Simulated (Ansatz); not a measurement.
Geometry optimisation, RKS BLYP-D4/def2-SVP in Ansatz 0.2.0.

Input:

```yaml
crystal:
  periodic: [false, false, false]
  atoms:
    - { symbol: Zn, position_ang: [-0.340227, -0.030008, 0.032764] }
    - { symbol: O, position_ang: [-0.346161, 0.316062, 1.797854] }
    - { symbol: H, position_ang: [-0.847443, -0.354876, 2.306536] }
    - { symbol: O, position_ang: [-0.435079, -0.18153, -1.744062] }
    - { symbol: H, position_ang: [0.377658, -0.601312, -2.091743] }
    - { symbol: Cl, position_ang: [2.744205, -0.953086, 1.233772] }
    - { symbol: H, position_ang: [1.737048, -0.377849, 1.914679] }
basis:
  gaussian: { orbitals: def2-SVP }
hamiltonian:
  xc: blyp
  dispersion: d4
relax:
  f_tol: 0.03
  max_steps: 50
output:
  orbitals: {}
```

Command:

```bash
$ ansatz run input.yaml --threads 2 --pin off --max-ram 3072MiB --backend cpu --events-out ev --progress --plain --runs-dir out
```

Question: Where does it end, and by what steps?

Answer: The run converged. After 17 steps the energy has fallen by 1.199 eV; Zn1 moved furthest, 1.27 Å. Parted: Cl6–H7 (1.34 → 2.62 Å). Joined: Zn1–Cl6 (3.44 → 2.18 Å), O2–H7 (2.20 → 0.98 Å).

```json
{"step": "0", "energy less start (eV)": "0.0000", "largest force component (eV/Å)": "0.659", "accepted": "yes"}
{"step": "1", "energy less start (eV)": "-0.1272", "largest force component (eV/Å)": "0.647", "accepted": "yes"}
{"step": "2", "energy less start (eV)": "-0.1840", "largest force component (eV/Å)": "0.531", "accepted": "yes"}
{"step": "3", "energy less start (eV)": "-0.2222", "largest force component (eV/Å)": "0.330", "accepted": "yes"}
{"step": "4", "energy less start (eV)": "-0.2559", "largest force component (eV/Å)": "0.321", "accepted": "yes"}
{"step": "5", "energy less start (eV)": "-0.4065", "largest force component (eV/Å)": "0.958", "accepted": "yes"}
{"step": "6", "energy less start (eV)": "-0.6631", "largest force component (eV/Å)": "1.091", "accepted": "yes"}
{"step": "7", "energy less start (eV)": "-0.9355", "largest force component (eV/Å)": "1.205", "accepted": "yes"}
{"step": "8", "energy less start (eV)": "-0.5942", "largest force component (eV/Å)": "8.125", "accepted": "no"}
{"step": "9", "energy less start (eV)": "-1.0473", "largest force component (eV/Å)": "0.657", "accepted": "yes"}
{"step": "10", "energy less start (eV)": "-1.1038", "largest force component (eV/Å)": "0.533", "accepted": "yes"}
{"step": "11", "energy less start (eV)": "-1.1491", "largest force component (eV/Å)": "0.526", "accepted": "yes"}
{"step": "12", "energy less start (eV)": "-1.1718", "largest force component (eV/Å)": "0.270", "accepted": "yes"}
{"step": "13", "energy less start (eV)": "-1.1885", "largest force component (eV/Å)": "0.361", "accepted": "yes"}
{"step": "14", "energy less start (eV)": "-1.1954", "largest force component (eV/Å)": "0.229", "accepted": "yes"}
{"step": "15", "energy less start (eV)": "-1.1973", "largest force component (eV/Å)": "0.077", "accepted": "yes"}
{"step": "16", "energy less start (eV)": "-1.1985", "largest force component (eV/Å)": "0.063", "accepted": "yes"}
{"step": "17", "energy less start (eV)": "-1.1988", "largest force component (eV/Å)": "0.015", "accepted": "yes"}
```

```xyz
7
Properties=species:S:1:pos:R:3
Zn 0.877 -0.369 -0.109
O -0.016 0.174 1.786
H -0.854 -0.253 2.057
O -0.439 -0.223 -1.342
H -0.109 -0.472 -2.227
Cl 2.747 -0.860 0.906
H 0.685 -0.180 2.379
```

Whether the end is a true minimum wasn't checked by a vibrational analysis.

The run took 11 s on 2 threads of AMD EPYC 9R45 96-Core Processor (Zen 5), with other jobs on the host, peak memory 0.15 GiB.
